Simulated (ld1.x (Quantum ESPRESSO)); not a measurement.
# Before and after: TM potential for S

sulfur (S), norm-conserving Troullier–Martins (Kleinman–Bylander form), made with ld1.x (Quantum ESPRESSO) 7.5 (PBEsol, non-relativistic). Core [Ne], reference 3s2 3p3.5 (charge +0.5). Waves: 3p (bound): rc 1.25 bohr; 3d channel at 0.3 Ry: rc 1.15 bohr; 3s (bound): rc 1.05 bohr. Local part: the s channel. Core correction: none.

Change: all radii scaled by about 0.77 (s 0.80, p 0.96, d 0.88 bohr).

Cutoffs: the cutoffs (Ry, on a coarse ladder) from which the occupation-weighted sum of valence levels, in a spherical-Bessel basis at the reference potential, stays within 10 and 1 mRy of its value at 400 Ry; they do not see the model core or the augmentation charge, which bear on the density cutoff. Errors are all-electron minus pseudo energies relative to the spin-unpolarised reference configuration.

Problem. How do hardness, ghosts and transferability respond?

Solution. A bound ghost appears in s, which as a rule spoils a file; of the 7 tests that both files solve, the error grows in 7 and shrinks in 0 by more than 15 % and 0.3 meV (median size 3.1 → 74.2 meV). That the errors move this way runs against the usual rule that smaller radii transfer better.

| quantity | base | changed |
| --- | --- | --- |
| cutoff, loose | 100 Ry | over 300 Ry |
| cutoff, tight | 200 Ry | over 300 Ry |
| loose cutoff by channel (10 mRy a level) | p 12 Ry, s 60 Ry | p 160 Ry, s over 300 Ry |
| bound ghosts | none | s (extra level of the local part) |
| error for 3s2 3p4, meV [ΔE -4.65 eV] | +1.0 | +4.2 |
| error for 3s2 3p3, meV [ΔE 7.10 eV] | +1.7 | +7.4 |
| error for 3s2 3p2, meV [ΔE 29.35 eV] | +24 | +103 |
| error for 3s2 3p1, meV [ΔE 63.36 eV] | +97 | +405 |
| error for 3s1 3p5, meV [ΔE 5.50 eV] | +3.1 | +74 |
| error for 3s0 3p6, meV [ΔE 15.77 eV] | +39 | +406 |
| error for 3s2 3p4.3, meV [ΔE -6.35 eV] | +2.1 | +8.8 |

 A true bound ghost makes a file unfit for plane-wave use even where its test errors are small: the radial tests pick states by their node count and pass the ghost by.
